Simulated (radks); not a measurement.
Results of a calculation; reference values are marked as such.
Kr2+, configuration [Ar] 3d10 4s1 4p4 4d1 (not the ground configuration).

Code: a radial shooting solver on a logarithmic mesh with Libxc functionals. Model: Dirac Kohn-Sham, BLYP, spin-unpolarised, spherical densities, point nucleus; open shells fill j = l - 1/2 first.

Energy parts (eV):
| part | energy |
|---|---|
| total | -75871.837 |
| kinetic | 77920.952 |
| electron-nucleus | -182326.103 |
| Hartree | 31147.153 |
| exchange-correlation | -2613.839 |

Orbitals (lengths in bohr, moments of r in powers of bohr; r(max) is where P^2 peaks; r(90%) holds 90 % of the orbital's charge):
| orbital | occ. | eigenvalue (eV) | r(90%) | r(max) | <r^2> |
|---|---|---|---|---|---|
| 1s1/2 | 2 | -14188.30 | 0.0742 | 0.02707 | 0.002318 |
| 2s1/2 | 2 | -1894.794 | 0.284 | 0.1543 | 0.03965 |
| 2p1/2 | 2 | -1715.648 | 0.257 | 0.1211 | 0.03038 |
| 2p3/2 | 4 | -1661.765 | 0.263 | 0.1244 | 0.03181 |
| 3s1/2 | 2 | -294.1653 | 0.788 | 0.4670 | 0.3231 |
| 3p1/2 | 2 | -230.8993 | 0.813 | 0.4572 | 0.3326 |
| 3p3/2 | 4 | -222.9593 | 0.828 | 0.4659 | 0.3456 |
| 3d3/2 | 4 | -112.5769 | 0.902 | 0.4089 | 0.3739 |
| 3d5/2 | 6 | -111.2666 | 0.908 | 0.4116 | 0.3790 |
| 4s1/2 | 1 | -49.2686 | 2.16 | 1.299 | 2.469 |
| 4p1/2 | 2 | -34.2880 | 2.49 | 1.439 | 3.215 |
| 4p3/2 | 2 | -33.4187 | 2.54 | 1.465 | 3.329 |
| 4d3/2 | 1 | -13.8592 | 4.01 | 2.087 | 7.865 |
| 4d5/2 | 0 | -13.7929 | 4.03 | 2.099 | 7.939 |

The highest occupied level is 4d3/2 at -13.859 eV. The density falls to 0.001 e/bohr^3 at r = 3.86 bohr.
